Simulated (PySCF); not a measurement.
MoF5, SMILES [Mo+]([F])([F])([F])([F])[F], charge +1, multiplicity 1. The structure is a stationary point at PBE0-D3(BJ)/def2-SVP. The multiplicity is an assumed one; no other spin state was optimised. The isomer is the one that the SMILES or the coordinates give; other isomers of the formula were not compared. The def2 effective core potentials stand for the cores of Mo; spin–orbit coupling is left out.

All values below come from PBE0-D3(BJ)/def2-SVP (PySCF 2.14.0).

Harmonic wavenumbers (cm⁻¹): 100, 100, 235, 235, 291, 328, 328, 737, 811, 833, 852, 852. Rotational constants (GHz): 2.868, 2.412, 2.412; symmetry number 6.

**Question.** Work out the zero-point energy and the ideal-gas rigid-rotor harmonic-oscillator thermochemistry at 298.15 K and 1 atm.

**Answer.** ZPE = ½ Σ hcν = ½ × 5705 cm⁻¹ = 8.16 kcal/mol. H − E(el) = 13.07 kcal/mol. Entropy in cal/(mol K): translation 41.65, rotation 23.80, vibration 15.56, total 81.01. G − E(el) = -11.08 kcal/mol. Cp = 23.48 cal/(mol K). Modes under 150 cm⁻¹ make the vibrational entropy uncertain.
